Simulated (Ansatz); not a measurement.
System: TaO (charge 0, doublet). The spin state was set by rule; other spins were not relaxed. 
Geometry from a B3LYP-D3(BJ)/def2-TZVP (Ansatz, a program for electronic structure) optimisation:
```xyz
2

Ta     0.0000     0.0000    -0.1673
O      0.0000     0.0000     1.5262
```
Charge 0, spin multiplicity 2.

Wanted: atomisation energy (electronic, to ground-state atoms), in kcal/mol. Valence correlation only, unless marked. UHF or UKS for open shells. Spin-orbit coupling is left out. Frozen are the shells of the preceding noble gas and the d and f shells that filled before the atom's block. In def2 rows, elements after Kr have scalar-relativistic effective core potentials. The coupled-cluster limit lacks core correlation, which all-electron functionals hold. CBS marks a two-point X^-3 extrapolation of the correlation energy; Hartree-Fock from the larger set.

```tsv
level	program	atomisation energy (kcal/mol)	minus last row
HF/def2-TZVPP	Ansatz	91.5	-93.8
PBE0-D4/def2-TZVP	Ansatz + dftd4	180.2	-5.1
wB97M-V/def2-TZVPD	Ansatz	178.0	-7.3
B2PLYP-D4/def2-TZVPD	Ansatz + dftd4	187.3	2.0
B2PLYP/def2-TZVPD	Ansatz	186.7	1.4
RPA@PBE/def2-QZVPP	Ansatz	171.3	-14.0
RI-MP2/CBS(def2-TZVPPD,def2-QZVPPD)	Ansatz	197.1	11.8
CCSD/def2-TZVPP	Ansatz	169.3	-16.0
CCSD(T)/def2-QZVPPD	Ansatz	183.8	-1.5
CCSD(T)/CBS(def2-TZVPPD,def2-QZVPPD)	Ansatz	185.3	0.0
```

The UHF reference is spin-contaminated (<S^2> 0.39 over the pure value in the largest basis). The T1 diagnostic of CCSD in the largest basis is 0.077, which is high, so the coupled-cluster rows are less sure than usual.
